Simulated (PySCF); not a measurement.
Level of theory: PySCF with PBE-D3(BJ)/def2-TZVP // PBE0-D3(BJ)/def2-SVP. All species are isolated molecules in the gas phase. One relaxed conformer stands for a flexible species; it need not be the lowest. Excitations are Tamm–Dancoff values on a coarser integration grid. The basis has no diffuse functions, so Rydberg states are missing or too high.

Reference species (SMILES): `C[O][Ge]([I])([O]C)[O]C` (neutral, multiplicity 1).

The S1 excitation (TDA) is 4.81 eV. The HOMO–LUMO gap comes out as 4.65 eV and the T1 excitation (TDA) comes out as 4.47 eV.

After one change: the S1 excitation (TDA) drops by 1.68 eV; the HOMO–LUMO gap falls by 1.66 eV; the T1 excitation (TDA) falls by 1.62 eV.

**Question.** What was changed between the two runs? The new species is one of these.
(A) `C[O][Ge]([I])([I])[I]` (C–O–Ge–I torsion 180°)
(B) `C[O][Ge]([O]C)([O]C)[O]C`
(C) `C[O][Ge]([I])([I])[O]C` (C–O–Ge–I torsion -63°, I–Ge–O–C torsion -178°)

**Answer.** A, `C[O][Ge]([I])([I])[I]` (C–O–Ge–I torsion 180°)
